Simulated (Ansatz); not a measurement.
`O[SiH2][TeH]` + `[NH2][AlH][CH]([SiH3])Cl` → `[NH2][AlH][SiH2][TeH]` + `OC([SiH3])Cl`  (redistribution)

Computed with Ansatz on PBE0-D4/def2-TZVP structures; ΔE is electronic, products minus reactants. CCSD(T)/CBS is the MP2 limit (def2-TZVPP, def2-QZVPP) plus CCSD(T) − MP2 in def2-TZVPP, frozen cores. Elements past krypton have def2 core potentials. For Te outer-core shells are correlated without core-valence functions, which leaves a few kJ/mol of doubt a bond. One conformer a species, not always the lowest.

```json
{"species": "`O[SiH2][TeH]`", "MP2/def2-TZVPP energy (Eh)": "-634.07267"}
{"species": "`[NH2][AlH][CH]([SiH3])Cl`", "MP2/def2-TZVPP energy (Eh)": "-1087.63527"}
{"species": "`[NH2][AlH][SiH2][TeH]`", "MP2/def2-TZVPP energy (Eh)": "-856.77980"}
{"species": "`OC([SiH3])Cl`", "MP2/def2-TZVPP energy (Eh)": "-864.86005"}
```

(1) Work out ΔE.

Largest T1 diagnostic among the species: 0.012.

## Answers

(1) ΔE = (-856.77980) + (-864.86005) − (-634.07267) − (-1087.63527) = 0.06809 Eh = +178.8 kJ/mol. CCSD(T)/CBS gives +168.0 kJ/mol.

From PBE to PBE0 (25 % exact exchange), in def2-TZVPP and without D4, ΔE moves by +9.7 kJ/mol.
